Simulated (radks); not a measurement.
Values are calculated unless marked as measured or tabulated.
Species: Os I. Configuration: [Xe] 4f14 5d6 6s2.

Code: a radial shooting solver on a logarithmic mesh with Libxc functionals. Model: scalar-relativistic Kohn-Sham, PBE, spin-polarised, spherical densities, point nucleus; open shells are filled with parallel spins first; hard spherical wall at 3.5 bohr.

Energy parts (hartree):
part                       energy
total                 -17252.8685
kinetic                19133.4520
electron-nucleus      -42801.9415
Hartree                 6754.5305
exchange-correlation    -338.9095

Orbitals (lengths in bohr, moments of r in powers of bohr; <r^-3> diverges for s and p1/2; r(90%) holds 90 % of the orbital's charge):
| orbital | occ. | eigenvalue (hartree) | <1/r> | r(90%) | <r^-3> |
|---|---|---|---|---|---|
| 1s down | 1 | -2714.612 | 90.51 | 0.0323 | - |
| 1s up | 1 | -2714.612 | 90.51 | 0.0323 | - |
| 2s up | 1 | -472.3966 | 21.18 | 0.116 | - |
| 2s down | 1 | -472.3882 | 21.18 | 0.116 | - |
| 2p up | 3 | -411.2258 | 19.05 | 0.110 | 21900 |
| 2p down | 3 | -411.2191 | 19.05 | 0.110 | 21900 |
| 3s up | 1 | -109.5923 | 7.849 | 0.284 | - |
| 3s down | 1 | -109.5896 | 7.849 | 0.284 | - |
| 3p up | 3 | -91.63505 | 7.211 | 0.291 | 4936 |
| 3p down | 3 | -91.63197 | 7.211 | 0.291 | 4936 |
| 3d up | 5 | -71.59213 | 6.804 | 0.273 | 625.8 |
| 3d down | 5 | -71.58639 | 6.803 | 0.273 | 625.8 |
| 4s up | 1 | -22.78259 | 3.346 | 0.619 | - |
| 4s down | 1 | -22.77480 | 3.346 | 0.619 | - |
| 4p up | 3 | -16.89408 | 3.032 | 0.667 | 1162 |
| 4p down | 3 | -16.88689 | 3.032 | 0.667 | 1162 |
| 4d up | 5 | -9.58887 | 2.706 | 0.732 | 127.2 |
| 4d down | 5 | -9.58048 | 2.706 | 0.731 | 127.2 |
| 5s up | 1 | -2.98166 | 1.323 | 1.46 | - |
| 5s down | 1 | -2.91539 | 1.333 | 1.45 | - |
| 5p up | 3 | -1.51354 | 1.109 | 1.74 | 172.8 |
| 4f up | 7 | -1.47843 | 2.234 | 0.916 | 22.81 |
| 4f down | 7 | -1.46357 | 2.240 | 0.909 | 22.93 |
| 5p down | 3 | -1.42897 | 1.118 | 1.73 | 176.9 |
| 5d up | 5 | 0.10419 | 0.7779 | 2.39 | 10.10 |
| 5d down | 1 | 0.20143 | 0.7771 | 2.41 | 10.15 |
| 6s up | 1 | 0.27496 | 0.6054 | 2.79 | - |
| 6s down | 1 | 0.34995 | 0.5985 | 2.80 | - |
| 6p up | 0 | 0.75145 | 0.6048 | 2.88 | 61.05 |
| 6p down | 0 | 0.81630 | 0.5994 | 2.89 | 59.65 |
| 5f up | 0 | 1.29758 | 0.5469 | 2.84 | 1.183 |
| 5f down | 0 | 1.37735 | 0.5388 | 2.85 | 1.103 |
| 7s up | 0 | 2.53544 | 0.6958 | 3.05 | - |
| 7s down | 0 | 2.60223 | 0.6960 | 3.06 | - |

The highest occupied level is 6s down at 9.523 eV. The density falls to 0.001 e/bohr^3 at r = 3.30 bohr. The pressure on the wall is 316 GPa.
